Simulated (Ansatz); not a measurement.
Input file for C6H16Ge (`C[CH2][GeH]([CH2]C)[CH2]C`):

```yaml
crystal:
  periodic: [false, false, false]
  atoms:
    - {symbol: C, position_ang: [-1.500615, 1.678751, 0.167220]}
    - {symbol: C, position_ang: [-0.121185, 1.407454, 0.752428]}
    - {symbol: Ge, position_ang: [0.638616, -0.309300, 0.165954]}
    - {symbol: C, position_ang: [0.838615, -0.320185, -1.789295]}
    - {symbol: C, position_ang: [1.684127, 0.829448, -2.320004]}
    - {symbol: C, position_ang: [-0.521999, -1.787173, 0.742130]}
    - {symbol: C, position_ang: [-0.769691, -1.815180, 2.244170]}
    - {symbol: H, position_ang: [-2.219018, 0.905664, 0.454153]}
    - {symbol: H, position_ang: [-1.476089, 1.706288, -0.925819]}
    - {symbol: H, position_ang: [-1.904226, 2.637234, 0.506016]}
    - {symbol: H, position_ang: [-0.159279, 1.406047, 1.845662]}
    - {symbol: H, position_ang: [0.578651, 2.201015, 0.474759]}
    - {symbol: H, position_ang: [2.035865, -0.483421, 0.816043]}
    - {symbol: H, position_ang: [1.273963, -1.282306, -2.075442]}
    - {symbol: H, position_ang: [-0.163483, -0.295264, -2.229231]}
    - {symbol: H, position_ang: [1.788200, 0.788386, -3.408121]}
    - {symbol: H, position_ang: [2.691531, 0.814629, -1.894941]}
    - {symbol: H, position_ang: [1.243689, 1.799417, -2.073211]}
    - {symbol: H, position_ang: [-0.061595, -2.722642, 0.410402]}
    - {symbol: H, position_ang: [-1.468169, -1.702508, 0.198085]}
    - {symbol: H, position_ang: [-1.262210, -0.901146, 2.587287]}
    - {symbol: H, position_ang: [-1.406972, -2.655291, 2.535023]}
    - {symbol: H, position_ang: [0.166179, -1.906816, 2.802331]}
basis:
  gaussian: {orbitals: def2-SVP}
correlation: {method: ccsd_t}
```

```sh
$ ansatz run in.yaml --threads 4 --pin off --events-out ev --progress --plain --max-ram 46080MiB --backend cuda --devices 0, --max-vram 37GiB
```

Log, shortened:

```
Functional definition: HF
2019 factors; integrals over basis functions are off by at most 1.4e-3 eV
mean field evaluation 1: about -62893.3077 eV, gradient 4.0e1 eV
mean field evaluation 2: about -62893.4253 eV, gradient 4.0e1 eV
mean field evaluation 4: about -62898.1018 eV, gradient 4.4e0 eV
mean field evaluation 8: about -62898.1624 eV, gradient 1.4e-4 eV
mean field -62898.16238195 eV, -2311.4648336311 hartree, gradient 2.6e-6 eV, S^2 0.000000; 0 other end points of the search recorded, 0 dependent functions left out
15 core orbitals not correlated: weight in the atoms' cores, before any rotation towards them, 1.000 or more for the frozen orbitals, at most 0.000 for the correlated occupied ones
reference -62898.16238195 eV, -2311.4648336311 hartree; 27, 27 occupied and 154, 154 virtual orbitals, 2019 factors
second order -30.25084081 eV of doubles, -0.00000000 eV of singles
cycle   1  -31.68043794 eV  change    -1.4e0 eV  update   1.1e-1
cycle   2  -32.54827317 eV  change   -8.7e-1 eV  update   3.2e-2
cycle   3  -32.66213425 eV  change   -1.1e-1 eV  update   1.2e-2
cycle   4  -32.66716102 eV  change   -5.0e-3 eV  update   3.0e-3
cycle   5  -32.66767871 eV  change   -5.2e-4 eV  update   8.5e-4
cycle   6  -32.66762449 eV  change    5.4e-5 eV  update   2.5e-4
cycle   7  -32.66765320 eV  change   -2.9e-5 eV  update   7.5e-5
cycle   8  -32.66764487 eV  change    8.3e-6 eV  update   2.4e-5
perturbative correction -0.97593884 eV, -0.0358650910 hartree
Total energy: -62931.80596567 eV, -2312.7012125283 hartree
```

Hardware: 4 threads of an AMD EPYC 7R13 on a shared host and a share of an NVIDIA H100 80 GB. Wall time 3.2 s, peak host memory 0.85 GiB.

The correlation energy is -33.644 eV, 2.9 % of it from (T); the T1 diagnostic reads 0.0079.
